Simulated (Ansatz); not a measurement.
Consider the ligand exchange at the Si–C bond: `F/C=C(\[SiH3])CF` + `C[Si](O)(O)Br` → `C[Si](O)(Br)O[SiH3]` + `F/C=C\CF`.

Computed with Ansatz on PBE0-D4/def2-TZVP structures; ΔE is electronic, products minus reactants. CBS: MP2 limit from def2 TZ/QZ plus the TZ coupled-cluster correction, frozen cores. Double bonds are as drawn, so ΔE can hold a change between cis and trans. Functionals use def2-TZVPP. For Br outer-core shells are correlated without core-valence functions, which leaves a few kJ/mol of doubt a bond. Scalar relativity is left out up to krypton. One conformer a species, not always the lowest.

`F/C=C(\[SiH3])CF`:

```xyz
12

F    -0.897   -1.972   -1.175
C     0.053   -1.026   -1.173
C     0.099   -0.107   -0.223
Si   -1.170   -0.102    1.154
C     1.164    0.939   -0.238
F     2.018    0.798   -1.314
H     0.731   -1.124   -2.012
H    -2.539    0.088    0.616
H    -1.113   -1.363    1.934
H    -0.839    1.038    2.051
H     0.724    1.941   -0.295
H     1.770    0.889    0.673
```

`C[Si](O)(O)Br`:

Z-matrix (Å, degrees):
```
C
Si 1 1.840
H 1 1.091 2 110.6
H 1 1.091 2 110.8 3 -120.5
H 1 1.093 2 109.6 3 119.7
O 2 1.636 1 113.9 3 -178.6
O 2 1.627 1 107.4 3 -57.3
Br 2 2.244 1 109.5 3 62.7
H 6 0.958 2 117.5 1 -101.9
H 7 0.959 2 117.9 1 -175.2
```

`C[Si](O)(Br)O[SiH3]`:

Z-matrix (Å, degrees):
```
C
Si 1 1.838
H 1 1.091 2 110.6
H 1 1.093 2 109.7 3 -119.8
H 1 1.091 2 110.6 3 120.5
O 2 1.628 1 108.1 3 58.6
Br 2 2.240 1 110.7 3 -60.5
O 2 1.622 1 111.5 3 -178.7
H 6 0.958 2 118.6 1 -170.7
Si 8 1.643 2 144.2 1 119.4
H 10 1.483 8 107.3 2 -177.8
H 10 1.485 8 110.2 2 62.8
H 10 1.484 8 110.3 2 -58.3
```

`F/C=C\CF`:

```xyz
9

F    -1.635    0.375   -1.196
C    -0.741    1.063   -0.480
C     0.240    0.480    0.185
C     0.480   -0.984    0.231
F     0.514   -1.414    1.550
H    -0.917    2.131   -0.523
H     0.917    1.124    0.734
H     1.448   -1.238   -0.213
H    -0.306   -1.536   -0.287
```

Problem. Is it downhill or uphill in electronic energy at CCSD(T)/CBS, and by how much? (An estimate is asked.)

Solution. Computed: Downhill: ΔE = -1.08 eV.

Problem. What do these levels give: PBE0-D4, B2PLYP, PBE0, SCS-MP2/def2-TZVPP, CCSD(T)/def2-TZVPP, MP2/def2-QZVPP? (Best estimate.)

Solution. The calculation gave: PBE0-D4 -0.97, B2PLYP -1.10, PBE0 -0.97, SCS-MP2/def2-TZVPP -1.12, CCSD(T)/def2-TZVPP -1.07, MP2/def2-QZVPP -1.08 eV.

Largest T1 diagnostic among the species: 0.012.

In def2-TZVPP, CCSD(T) changes the Hartree–Fock value by +0.24 eV (the triples alone add +0.04 eV) and MP2 by +0.24 eV. From PBE to PBE0 (25 % exact exchange), in def2-TZVPP and without D4, ΔE moves by −0.06 eV.
